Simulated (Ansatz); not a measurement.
# Worked example: SiH2(CH3)Cl + SnH2F → SiH(CH3)Cl + SnH3F

Gas-phase species: SiH2(CH3)Cl ((chlorosilyl)methane), singlet; SnH2F `[F][SnH2]`, doublet; SiH(CH3)Cl, doublet; SnH3F `[F][SnH3]`, singlet. A radical takes H: the energy is the difference in strength between the Si–H bond broken and the Sn–H bond made.

Shapes, held fixed at every level: PBE0-D4/def2-TZVP. Programs: Ansatz 0.2.0. The zero-point and thermal change to 298 K, harmonic and unscaled (PBE0-D4/def2-TZVP), is -2.5 kJ/mol.

At CCSD(T)/def2-TZVPP; 1 Eh = 2625.50 kJ/mol:

| species | energy (Eh) |
| --- | --- |
| SiH2(CH3)Cl | -789.878086 |
| SnH2F | -314.575719 |
| SiH(CH3)Cl | -789.224495 |
| SnH3F | -315.202823 |

Problem. Work out ΔH(298 K) of the reaction at this level.

Solution. 
1. Products less reactants: (-789.224495) + (-315.202823) − [(-789.878086) + (-314.575719)] = 0.026487 Eh = +69.5 kJ/mol.
2. With the thermal change: +69.5 + (-2.5) = +67.0 kJ/mol.

Other levels give +65.1 (SPW92/def2-TZVPP) to +72.3 kJ/mol (BHLYP-D4/def2-TZVPP). No measured value is set beside it here. Open shells run unrestricted. For atoms past krypton def2 sets carry core potentials with scalar relativity. Outer-core shells of Sn are correlated, in sets that cover them unevenly.
